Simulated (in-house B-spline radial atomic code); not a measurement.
Configurations of Ti⁶⁺, with energies counted from [Ne] 3s2 3p4. Method: non-relativistic RPBE, spin-polarised, spherical fractional occupations, point nucleus. Calculated with an all-electron radial atomic-structure program (B-spline basis). Shells without spins written out take the highest spin.

Occupations are held fixed; configurations that lie above the ionisation limit could autoionise.

```tsv
configuration	E - E(ref) (eV)	highest orbital	its <r> (bohr)
[Ne] 3s1 3p5	24.373	3p down	0.9722
[Ne] 3s1 3p4 3d1	56.433	3d up	0.9878
[Ne] 3s1 3p4 4d1	111.92	4d up	2.349
[He] 2s2 2p(2 up, 3 down) 3s2 3p(1 up, 3 down) 4p(0 up, 1 down)	517.61	4p down	2.099
[He] 2s2 2p5 3s2 3p4 4d1	529.52	4d up	2.285
[He] 2s2 2p5 3s2 3p4 4f1	538.88	4f up	2.3
[He] 2s2 2p(3 up, 2 down) 3s2 3p(1 up, 3 down) 4f(1 up, 0 down)	540.81	4f up	2.359
```

Order these further configurations by energy, lowest first.
A. [Ne] 3s(0 up, 1 down) 3p(2 up, 2 down) 3d(0 up, 1 down)
B. [Ne] 3s2 3p(2 up, 2 down)
C. [He] 2s2 2p5 3s2 3p5
D. [He] 2s2 2p5 3s2 3p4 4s1
E. [He] 2s2 2p(2 up, 3 down) 3s2 3p(3 up, 1 down) 4s(1 up, 0 down)

B (1.9645 eV), A (62.491 eV), C (435.55 eV), D (509.69 eV), E (511.02 eV).

How far above the reference does [Ne] 3s1 3p4 4f1 lie?

119.94 eV; its least bound orbital is 4f up with <r> = 2.3 bohr.

How far above the reference does [Ne] 3s2 3p3 4p1 lie?

75.564 eV; its least bound orbital is 4p up with <r> = 2.144 bohr.

How far above the reference does [He] 2s2 2p5 3s2 3p4 3d1 lie?

469.98 eV; its least bound orbital is 3d up with <r> = 0.9321 bohr.
